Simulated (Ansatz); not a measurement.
A structure relaxed at r2SCAN-D4/def2-SVP in Ansatz, charge 0, doublet:

```
atom   x (Å)   y (Å)   z (Å)
 Na1   0.697  -2.866   1.570
 Na2   0.873   0.730   0.673
 Na3  -0.823  -0.535  -0.864
 Na4   0.629   2.430  -2.708
 Na5  -1.709  -1.018   2.699
  O6   0.886   0.706  -1.548
  O7  -0.274  -1.059   1.185
  O8  -0.279   1.612  -1.008
```

**Question.** Give its formula and point group.

**Answer.** the cluster Na5O3. Point group C2v (tolerance 0.1 Å).

**Question.** Summarise the bond lengths by kind (pairs closer than 1.2 times the sum of covalent radii, bridged metal pairs left out).

**Answer.** 10 × Na–O 2.09 to 2.22 Å; 1 × O–O 1.57 Å.

The structure holds 1 bond(s) between oxygen atoms. Another isomer (doublet) lies 0.05 eV lower at PBE0-D4/def2-TZVP; other spin states weren't run for this one.
